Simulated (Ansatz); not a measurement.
# Molecular dynamics of C₄H₁₀OSi

The input (input.yaml):

```yaml
crystal:
  periodic: [false, false, false]
  atoms:
    - { symbol: C, position_ang: [-0.938619, -1.555441, -0.325114] }
    - { symbol: C, position_ang: [-0.538204, -0.42922, 0.238668] }
    - { symbol: C, position_ang: [1.028058, -0.162152, 0.112943] }
    - { symbol: Si, position_ang: [1.448183, 0.489965, -1.660764] }
    - { symbol: O, position_ang: [-1.249032, 0.584975, 0.937261] }
    - { symbol: C, position_ang: [-2.708262, 0.481973, 0.966852] }
    - { symbol: H, position_ang: [-2.015879, -1.69509, -0.299591] }
    - { symbol: H, position_ang: [-0.204675, -2.147491, -0.823899] }
    - { symbol: H, position_ang: [1.528039, -1.143815, 0.436351] }
    - { symbol: H, position_ang: [1.347575, 0.600619, 0.902534] }
    - { symbol: H, position_ang: [2.804212, 0.955598, -1.644461] }
    - { symbol: H, position_ang: [0.600324, 1.60058, -1.990004] }
    - { symbol: H, position_ang: [1.317946, -0.4214, -2.678482] }
    - { symbol: H, position_ang: [-2.893335, 1.377216, 1.561544] }
    - { symbol: H, position_ang: [-3.198898, 0.641547, -0.0976] }
    - { symbol: H, position_ang: [-2.945013, -0.461621, 1.50339] }
basis:
  gaussian: { orbitals: STO-3G }
hamiltonian:
  xc: pbe0
  dispersion: d4
md:
  timestep: 0.5
  n_steps: 250
  ensemble: nve
  temperature: 400.0
  initial_velocities: maxwell_boltzmann
  seed: 92236
scf:
  lower_state_search: "off"
```

Command:

```bash
$ ansatz run input.yaml --threads 1 --pin off --max-ram 2048MiB --backend cpu --events-out ev --progress --plain --runs-dir out
```

It goes on from the last frame of an earlier run, with new velocities.

Output, in part (step lines, the closing report, with atoms numbered from 0):

```
md step     0: t =     0.00 fs  T =   400.0 K  F+E_penalty+E_count = -14053.64497931 eV  E_kin = 0.723856 eV  conserved = -14052.92112331 eV  (13 SCF iters)
[... lines left out ...]
Total energy: -14053.34001352 eV, -516.4507198009 hartree
Atom 0 at    -1.233283    -1.664793    -0.011534 Å, force     4.050607    -0.799285    -0.170443 eV/Å
Atom 1 at    -0.420581    -0.602167     0.204017 Å, force    -3.948565     3.155387     0.203723 eV/Å
Atom 2 at     1.042233    -0.295424     0.098094 Å, force     1.323173    -3.031804    -0.099302 eV/Å
Atom 3 at     1.358676     0.656126    -1.507758 Å, force    -1.299840    -1.517470     0.186922 eV/Å
Atom 4 at    -1.067942     0.707374     0.450622 Å, force    -1.222847    -1.903643     1.067888 eV/Å
Atom 5 at    -2.511972     0.419111     0.913096 Å, force     3.352349     0.223247    -4.083288 eV/Å
Atom 6 at    -2.274142    -1.598449    -0.231498 Å, force    -0.741945    -0.296230     0.222909 eV/Å
Atom 7 at    -0.665637    -2.599288    -0.155758 Å, force    -0.883364     0.001677    -0.214923 eV/Å
Atom 8 at     1.543722    -1.289237     0.175180 Å, force     0.015747     0.418890    -0.982504 eV/Å
Atom 9 at     1.410675     0.125570     1.021176 Å, force    -0.047492     1.378496     0.450724 eV/Å
Atom 10 at     2.685888     0.931487    -1.848370 Å, force     1.325682     0.001519    -0.152709 eV/Å
Atom 11 at     0.650077     1.830811    -1.407801 Å, force    -0.660162     1.997571     0.412921 eV/Å
Atom 12 at     0.628552     0.035629    -2.593106 Å, force     0.502132    -0.465368     0.081070 eV/Å
Atom 13 at    -2.878360     1.329048     1.305421 Å, force    -0.939351     1.588256     0.745818 eV/Å
Atom 14 at    -3.018496     0.072452    -0.009317 Å, force    -0.736692     0.684109     0.411842 eV/Å
Atom 15 at    -2.520663    -0.403336     1.568558 Å, force    -0.089433    -1.435350     1.919353 eV/Å
Dipole moment:     0.059272    -0.079819     0.029022 e Å
```

The steps, from the saved trajectory:

```tsv
time (fs)	T (K)	potential energy less start (eV)	conserved less start (meV/atom)
0.0	400	0.000	0.00
4.0	449	-0.090	-0.09
8.0	449	-0.092	-0.22
12.0	501	-0.185	-0.17
16.0	549	-0.272	-0.11
20.0	444	-0.079	-0.01
24.0	492	-0.167	-0.02
28.0	495	-0.173	-0.11
32.0	462	-0.114	-0.19
36.0	404	-0.009	-0.14
40.0	296	0.188	-0.02
44.0	488	-0.159	-0.04
48.0	560	-0.291	-0.05
52.0	466	-0.121	-0.14
56.0	510	-0.203	-0.19
60.0	500	-0.181	-0.05
64.0	457	-0.104	-0.03
68.0	429	-0.054	-0.04
72.0	530	-0.238	-0.13
76.0	551	-0.276	-0.19
80.0	334	0.119	-0.04
84.0	431	-0.056	-0.06
88.0	524	-0.226	-0.10
92.0	443	-0.079	-0.09
96.0	485	-0.157	-0.13
100.0	545	-0.265	-0.14
104.0	556	-0.284	-0.13
108.0	517	-0.213	-0.11
112.0	435	-0.065	-0.11
116.0	456	-0.102	-0.11
120.0	490	-0.165	-0.11
124.0	307	0.168	-0.08
```

All steps were run. The conserved energy stayed within 0.31 meV per atom of its start (net change 0.066 meV per atom), so the integration is sound. A run of 0.12 ps of so small a system gives no equilibrium averages. Limits of this set-up: minimal basis.

The same pairs are bonded in the first frame and the last. Pairs count as bonded within 1.25 times the sum of covalent radii (0.12 Å more for H–H).

Last frame:

```xyz
16
Properties=species:S:1:pos:R:3
C -1.233 -1.665 -0.011
C -0.421 -0.602 0.204
C 1.042 -0.295 0.098
Si 1.359 0.656 -1.508
O -1.068 0.707 0.451
C -2.512 0.419 0.913
H -2.274 -1.598 -0.232
H -0.666 -2.599 -0.156
H 1.544 -1.289 0.175
H 1.411 0.126 1.021
H 2.686 0.931 -1.848
H 0.650 1.831 -1.408
H 0.629 0.036 -2.593
H -2.878 1.329 1.305
H -3.018 0.072 -0.009
H -2.521 -0.403 1.569
```

Run time: 12 min on 1 thread of Arm Neoverse V1, on a shared host, peak memory 0.1 GiB.
